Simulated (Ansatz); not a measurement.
```yaml
crystal:
  periodic: [true, true, true]
  atoms:
    - {symbol: C, position_ang: [2.159244, -1.528079, 1.503294]}
    - {symbol: N, position_ang: [1.285530, -0.386431, 1.507809]}
    - {symbol: C, position_ang: [1.673894, 0.603567, 2.475199]}
    - {symbol: In, position_ang: [-0.007340, -0.007922, 0.004394]}
    - {symbol: N, position_ang: [-1.559535, 1.245677, 0.311793]}
    - {symbol: C, position_ang: [-1.876778, 1.773967, 1.610645]}
    - {symbol: C, position_ang: [-2.207868, 1.964523, -0.751067]}
    - {symbol: N, position_ang: [0.054755, -1.130399, -1.672207]}
    - {symbol: C, position_ang: [-1.042743, -1.193339, -2.598686]}
    - {symbol: C, position_ang: [1.278184, -1.640702, -2.228523]}
    - {symbol: H, position_ang: [2.191124, -2.001820, 2.497158]}
    - {symbol: H, position_ang: [1.815260, -2.286953, 0.796566]}
    - {symbol: H, position_ang: [3.200023, -1.271851, 1.241057]}
    - {symbol: H, position_ang: [1.660152, 0.189548, 3.495997]}
    - {symbol: H, position_ang: [0.996811, 1.460848, 2.461501]}
    - {symbol: H, position_ang: [2.693387, 0.987710, 2.302442]}
    - {symbol: H, position_ang: [-1.551706, 2.820413, 1.740485]}
    - {symbol: H, position_ang: [-2.963950, 1.756567, 1.786227]}
    - {symbol: H, position_ang: [-1.413858, 1.181049, 2.402990]}
    - {symbol: H, position_ang: [-3.303927, 1.921449, -0.649606]}
    - {symbol: H, position_ang: [-1.932789, 3.032540, -0.769925]}
    - {symbol: H, position_ang: [-1.953774, 1.546068, -1.727725]}
    - {symbol: H, position_ang: [-0.873201, -0.590479, -3.507215]}
    - {symbol: H, position_ang: [-1.214778, -2.228426, -2.933641]}
    - {symbol: H, position_ang: [-1.970482, -0.846523, -2.137509]}
    - {symbol: H, position_ang: [1.171949, -2.697207, -2.521990]}
    - {symbol: H, position_ang: [2.097756, -1.582702, -1.508461]}
    - {symbol: H, position_ang: [1.594649, -1.091083, -3.131023]}
basis:
  gaussian: {orbitals: def2-mTZVPP}
hamiltonian: {xc: {name: PBE0-DH}}
output: {forces: true}
```

```sh
$ ansatz run in.yaml --threads 4 --pin off --events-out ev --progress --plain --max-ram 63488MiB --backend cuda --devices 0, --max-vram 37GiB
```

Task: How does Ansatz answer? (An estimate is asked.)

Result: Computed: The input was rejected before any iteration.
```
Error: YAML parse error: error: line 2 column 3: crystal: missing field `lattice` (a structure is typed as `lattice` and `atoms`, a molecule's as `atoms` in Å alone, or read from a run's directory, `checkpoint`)
 --> <input>:2:3
1 | crystal:
2 |   periodic: [true, true, true]
3 |   atoms:
4 |     - {symbol: C, position_ang: [2.159244, -1.528079, 1.503294]}
```
